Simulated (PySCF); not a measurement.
Electron correlation in Se⁺ (selenium, charge +1)

[Ar] 3d10 4s2 4p3, high-spin 4S determinant. All numbers are calculated (PySCF 2.14, the spin-free X2C one-electron Hamiltonian (Gaussian nucleus), in jorge-DZP-DKH (8s6p2d1f, 43 functions)). Frozen: [Ar] 3d10; 5 electrons correlated.

MP2 pair energies summed by pair of shells (mhartree):

```csv
pair,energy,share (%)
4s-4p,-17.55,64.8
4s-4s,-5.36,19.8
4p-4p,-4.15,15.3
```

Total MP2 correlation energy: -27.06 mhartree.

Same-spin part -5.93 and opposite-spin part -21.13 mhartree; SCS-MP2 scales them by 1/3 and 6/5 to -27.33 mhartree.

```tsv
level	correlation energy (mhartree)
CCSD	-32.69
(T)	-0.20
CCSD(T)	-32.89
```

Diagnostics: T1 = 0.0020, D1 = 0.0047, largest double amplitude 0.023.

Cost of the coupled-cluster step: 0.33 s of wall time on 1 thread of Intel(R) Xeon(R) Platinum 8259CL CPU @ 2.50GHz (shared host), for 5 correlated electrons.
